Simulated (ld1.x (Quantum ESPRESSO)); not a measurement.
Logarithmic derivatives: cerium, TM

```json
{
  "Element": "cerium (Ce)",
  "Generator": "ld1.x (Quantum ESPRESSO) 7.5",
  "Type": "norm-conserving Troullier–Martins (Kleinman–Bylander form)",
  "Functional": "PBE",
  "Relativity": "scalar-relativistic",
  "Frozen core": "[Kr] 4d10 4f1",
  "Valence charge": "11",
  "Reference configuration": "5s2 5p6 5d1 6s1 6p1",
  "Partial waves": "5p (bound): rc 2.60 bohr; 5d (bound): rc 2.85 bohr; 5s (bound): rc 1.55 bohr",
  "Local potential": "the s channel",
  "Core correction": "none"
}
```

Occupied shells without a wave of their own: 6p, 6s. They enter only through the test configuration that unscreens the potential.

The phase is arctan(r·u′/u) with u = r·R(r), unwrapped; energies in Ry, scanned from -5 to 5 Ry. A pole is an energy at which the radial function vanishes at the test radius. The pseudo phase is shifted by a multiple of π to meet the all-electron one at the reference energy, and phase errors are pseudo minus all-electron; the curves can meet again beyond the range given. Levels narrower than the energy grid can be missing from the lists of poles.

| channel | radius (bohr) | reference energy (Ry) | poles, all-electron | poles, pseudo | unbroken range about the reference energy with phases within 0.05 rad | phase error 1 Ry above the reference energy (rad) |
| --- | --- | --- | --- | --- | --- | --- |
| s | 3.11 | -3.07 | -3.00, 2.39 | -3.00, 2.26 | below -0.1 | -0.000 |
| p | 3.11 | -1.79 | -1.61, 3.55 | -1.61, 3.33 | below 0.4 | -0.003 |
| d | 3.11 | -0.29 | 0.42 | 0.41 | below 2.1 | -0.002 |

Phases in the d channel:

```
E (Ry)  all-electron  pseudo
 -5.00         1.421   1.421
 -4.74         1.417   1.417
 -4.48         1.412   1.412
 -4.22         1.407   1.407
 -3.96         1.401   1.400
 -3.70         1.394   1.394
 -3.44         1.386   1.386
 -3.18         1.377   1.377
 -2.92         1.367   1.367
 -2.66         1.355   1.355
 -2.40         1.340   1.340
 -2.14         1.322   1.322
 -1.88         1.298   1.298
 -1.62         1.266   1.266
 -1.36         1.219   1.218
 -1.10         1.140   1.140
 -0.84         0.983   0.982
 -0.58         0.532   0.531
 -0.32        -0.669  -0.669
 -0.06        -1.284  -1.284
  0.20        -1.485  -1.485
  0.46        -1.585  -1.586
  0.72        -1.651  -1.653
  0.98        -1.706  -1.710
  1.24        -1.760  -1.766
  1.50        -1.823  -1.831
  1.76        -1.905  -1.921
  2.02        -2.032  -2.066
  2.28        -2.268  -2.352
  2.54        -2.778  -2.985
  2.80        -3.580  -3.781
  3.06        -4.089  -4.191
  3.32        -4.322  -4.379
  3.58        -4.444  -4.482
  3.84        -4.519  -4.547
  4.10        -4.570  -4.593
  4.36        -4.607  -4.627
  4.62        -4.637  -4.655
  4.88        -4.661  -4.678
```
